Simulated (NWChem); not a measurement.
The numbers come from NWChem runs, not from measurements. System: C2H7Si, charge 0, spin multiplicity 2, at a geometry optimised with UPBE0/def2-SVP. The structure started from a generated list of species. Its SCF solution wasn't tested for a lower state. Level: UPBE/def2-TZVP.

Input file:

```
start mol
memory heap 200 mb stack 900 mb global 1100 mb
geometry units angstroms nocenter noautoz
  C     -0.465187    -0.054226     1.564889
  Si     0.568873     0.148046     0.000000
  C     -0.465187    -0.054226    -1.564889
  H     -0.931903    -1.053830     1.598870
  H      0.155510     0.060998     2.466399
  H     -1.269316     0.696684     1.607719
  H      1.709445    -0.829629     0.000000
  H     -0.931903    -1.053830    -1.598870
  H      0.155510     0.060998    -2.466399
  H     -1.269316     0.696684    -1.607719
  symmetry group Cs
end
basis spherical
  * library def2-tzvp
end
dft
  xc xpbe96 cpbe96
  odft
  mult 2
  semidirect memsize 60000000 filesize 0
  iterations 100
end
task dft energy
```

Part of the output:

```
             Northwest Computational Chemistry Package (NWChem) 7.3.0
             --------------------------------------------------------

                                NWChem Input Module
                                -------------------

 Scaling coordinates for geometry "geometry" by  1.889725989
 (inverse scale =  0.529177249)

 Turning off AUTOSYM since
 SYMMETRY directive was detected!

                             Geometry "geometry" -> ""
                             -------------------------

 Output coordinates in angstroms (scale by  1.889725989 to convert to a.u.)

  No.       Tag          Charge          X              Y              Z
 ---- ---------------- ---------- -------------- -------------- --------------
    1 C                    6.0000    -0.46518700    -0.05422600     1.56488900
    2 Si                  14.0000     0.56887300     0.14804600     0.00000000
    3 C                    6.0000    -0.46518700    -0.05422600    -1.56488900
    4 H                    1.0000    -0.93190300    -1.05383000     1.59887000
    5 H                    1.0000     0.15551000     0.06099800     2.46639900
    6 H                    1.0000    -1.26931600     0.69668400     1.60771900
    7 H                    1.0000     1.70944500    -0.82962900     0.00000000
    8 H                    1.0000    -0.93190300    -1.05383000    -1.59887000
    9 H                    1.0000     0.15551000     0.06099800    -2.46639900
   10 H                    1.0000    -1.26931600     0.69668400    -1.60771900

 Effective nuclear repulsion energy (a.u.)     104.7859163186

            Nuclear Dipole moment (a.u.)
            ----------------------------
        X                 Y               Z
 ---------------- ---------------- ----------------
     0.0000094486     0.0000132281     0.0000000000

      Symmetry information
      --------------------

 Group name             Cs
 Group number              2
 Group order               2
 No. of unique centers     6

      Symmetry unique atoms

     1    2    4    5    6    7


 Summary of "ao basis" -> "" (spherical)
 ------------------------------------------------------------------------------
       Tag                 Description            Shells   Functions and Types
 ---------------- ------------------------------  ------  ---------------------
 *                         def2-tzvp                  on all atoms

  pbe96 is a nonlocal functional; adding pw91lda local functional.

                                 NWChem DFT Module
                                 -----------------

 Summary of "ao basis" -> "ao basis" (spherical)
 ------------------------------------------------------------------------------
       Tag                 Description            Shells   Functions and Types
 ---------------- ------------------------------  ------  ---------------------
 C                         def2-tzvp                11       31   5s3p2d1f
 Si                        def2-tzvp                13       37   5s5p2d1f
 H                         def2-tzvp                 4        6   3s1p

 Summary of "ao basis" -> "ao basis" (spherical)
 ------------------------------------------------------------------------------
       Tag                 Description            Shells   Functions and Types
 ---------------- ------------------------------  ------  ---------------------
 C                         def2-tzvp                11       31   5s3p2d1f
 Si                        def2-tzvp                13       37   5s5p2d1f
[...]
   102      0.241180   4 H  s               126      0.241180   8 H  s
    49      0.198393   2 Si px                5     -0.149929   1 C  s
    46      0.150076   2 Si px               73     -0.149929   3 C  s

 Vector   18  Occ=0.000000D+00  E= 1.555901D-02  Symmetry=a'
              MO Center= -8.0D-01, -9.4D-02, -9.1D-15, r^2= 7.7D+00
   Bfn.  Coefficient  Atom+Function         Bfn.  Coefficient  Atom+Function
  ----- ------------  ---------------      ----- ------------  ---------------
     5      3.017234   1 C  s                73      3.017234   3 C  s
    36     -1.332696   2 Si s               114     -1.083798   6 H  s
   138     -1.083798  10 H  s               102     -1.052269   4 H  s
   108     -1.051117   5 H  s               126     -1.052269   8 H  s
   132     -1.051117   9 H  s                49      0.748147   2 Si px

 Vector   19  Occ=0.000000D+00  E= 2.055478D-02  Symmetry=a"
              MO Center=  4.8D-01,  8.8D-02,  5.8D-14, r^2= 7.8D+00
   Bfn.  Coefficient  Atom+Function         Bfn.  Coefficient  Atom+Function
  ----- ------------  ---------------      ----- ------------  ---------------
     5      2.734000   1 C  s                73     -2.734000   3 C  s
    51     -1.690493   2 Si pz              114     -0.737181   6 H  s
   138      0.737181  10 H  s               102     -0.630884   4 H  s
   126      0.630884   8 H  s               108     -0.605528   5 H  s
   132      0.605528   9 H  s                48     -0.466750   2 Si pz

   alpha - beta orbital overlaps
   -----------------------------

   alpha      1      2      3      4      5      6      7      8      9     10
    beta      1      2      3      4      7      5      6      8      9     10
 overlap   1.000  1.000  1.000  1.000  0.934  0.934  1.000  1.000  1.000  0.995

   alpha     11     12     13     14     15     16     17     18     19     20
    beta     11     12     14     13     15     16     17     18     19     20
 overlap   0.872  0.870  0.959  0.959  1.000  1.000  0.990  0.983  0.991  0.942

   alpha     21     22     23     24     25     26     27     28     29     30
    beta     21     22     23     24     26     25     27     28     30     29
 overlap   0.751  0.806  0.906  0.907  0.768  0.810  0.869  0.844  0.922  0.983

   alpha     31     32     33     34     35     36     37     38     39     40
    beta     32     31     33     34     35     37     36     38     40     39
 overlap   0.865  0.986  0.955  0.980  0.978  0.974  0.985  0.980  0.786  0.793

   alpha     41     42     43     44     45     46     47     48     49     50
    beta     41     42     44     43     45     46     48     47     49     50
 overlap   0.999  0.975  0.961  0.988  0.988  0.988  0.998  0.993  0.993  0.999

   alpha     51     52     53     54     55     56     57     58     59     60
    beta     51     52     53     54     55     56     57     58     59     60
 overlap   0.974  0.973  0.995  0.990  0.998  0.987  0.981  0.982  0.988  0.991

   alpha     61     62     63     64     65     66     67     68     69     70
    beta     61     62     63     64     65     66     67     68     69     70
 overlap   0.976  0.978  0.995  0.937  0.948  0.986  0.989  0.983  0.980  0.948

   alpha     71     72     73     74     75     76     77     78     79     80
    beta     71     72     73     74     75     77     76     78     79     80
 overlap   0.943  0.985  0.980  0.997  1.000  0.999  0.998  0.997  0.990  0.999

   alpha     81     82     83     84     85     86     87     88     89     90
    beta     81     82     83     84     85     86     87     88     89     90
 overlap   0.988  0.999  0.999  0.999  1.000  0.999  0.999  0.999  0.997  0.998

   alpha     91     92     93     94     95     96     97     98     99    100
    beta     91     92     93     94     95     96     97     98     99    100
 overlap   1.000  1.000  1.000  1.000  1.000  0.999  0.985  0.980  1.000  0.993

   alpha    101    102    103    104    105    106    107    108    109    110
    beta    101    102    103    104    105    106    107    108    109    110
 overlap   0.999  0.999  1.000  0.999  0.999  0.999  0.999  1.000  1.000  1.000

   alpha    111    112    113    114    115    116    117    118    119    120
    beta    111    112    113    114    115    116    117    118    119    120
 overlap   1.000  0.996  0.996  1.000  1.000  1.000  1.000  1.000  0.999  0.953

   alpha    121    122    123    124    125    126    127    128    129    130
    beta    121    122    123    124    125    126    127    128    129    130
 overlap   0.953  0.999  1.000  0.999  0.999  1.000  0.994  0.994  1.000  1.000

   alpha    131    132    133    134    135    136    137    138    139    140
    beta    131    132    133    134    135    136    137    138    139    140
 overlap   0.997  0.997  1.000  1.000  1.000  0.999  0.999  1.000  1.000  1.000

   alpha    141
    beta    141
 overlap   1.000

     --------------------------
     Expectation value of S2:
     --------------------------
      <S2> =      0.7522 (Exact =     0.7500)

 center of mass
 --------------
 x =   0.07523537 y =   0.04505367 z =  -0.00000000

 moments of inertia (a.u.)
 ------------------
         306.988201245871          -6.043777175368           0.000000000000
          -6.043777175368         369.758336642759           0.000000000000
           0.000000000000           0.000000000000          95.396828981987

     Multipole analysis of the density
     ---------------------------------

     L   x y z        total         alpha         beta         nuclear
     -   - - -        -----         -----         ----         -------
     0   0 0 0     -0.000000    -17.000000    -16.000000     33.000000

     1   1 0 0     -0.358166     -0.883977      0.525802      0.000009
     1   0 1 0     -0.083370     -0.591435      0.508052      0.000013
     1   0 0 1      0.000000      0.000000      0.000000      0.000000

     2   2 0 0    -22.111794    -40.222654    -35.659369     53.770229
     2   1 1 0     -0.188100     -1.906833      0.725796      0.992937
     2   1 0 1     -0.000000      0.000000     -0.000000      0.000000
     2   0 2 0    -21.726099    -20.911133    -15.919535     15.104568
     2   0 1 1     -0.000000     -0.000000     -0.000000      0.000000
     2   0 0 2    -20.646855   -104.039246   -101.713979    185.106370

 Task  times  cpu:       10.1s     wall:       10.1s

 Total times  cpu:       10.2s     wall:       10.2s
```
